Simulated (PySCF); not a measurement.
A structure optimised at PBE-D3(BJ)/def2-SVP, used in a PySCF frequency run:

```
C
H 1 1.1024
C 1 1.5060 2 114.36
F 3 1.3599 1 117.41 2 3.68
H 3 1.1049 4 113.40 1 -145.73
C 1 1.5060 2 114.36 3 -67.01
F 6 1.3599 1 117.41 2 -3.68
H 6 1.1049 7 113.40 1 145.73
Br 1 1.9227 2 113.29 3 146.49
```

### Question
Write its SMILES, formula and point group.

### Answer
F[C@@H]1[C@H](F)[C@H]1Br, C3H3BrF2, Cs

### Question
What are its rotational constants (standard atomic weights)?

### Answer
4.7306, 1.1039, 0.94210 GHz
